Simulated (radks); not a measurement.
Species: neutral chlorine. Configuration: [Ne] 3s2 3p5 (the NIST ground configuration). All-electron calculation, Dirac Kohn-Sham, PBE, spin-unpolarised, spherical densities, point nucleus; open shells fill j = l - 1/2 first. Program: a radial shooting solver on a logarithmic mesh with Libxc functionals. Some entries of the table are withheld. Estimate them.

| orbital | occ. | eigenvalue (eV) | <r^2> (bohr^2) |
|---|---|---|---|
| 1s1/2 | 2 | (1) | 0.01114 |
| 2s1/2 | 2 | (2) | 0.2344 |
| 2p1/2 | 2 | -192.7108 | (3) |
| 2p3/2 | 4 | -191.0139 | (4) |
| 3s1/2 | 2 | -20.6833 | (5) |
| 3p1/2 | 2 | -8.6711 | (6) |
| 3p3/2 | 3 | -8.5474 | (7) |

Answer. 
(1) 1s1/2 eigenvalue (eV): -2750.996
(2) 2s1/2 eigenvalue (eV): -252.6484
(3) 2p1/2 <r^2> (bohr^2): 0.2049
(4) 2p3/2 <r^2> (bohr^2): 0.2071
(5) 3s1/2 <r^2> (bohr^2): 2.746
(6) 3p1/2 <r^2> (bohr^2): 4.074
(7) 3p3/2 <r^2> (bohr^2): 4.121
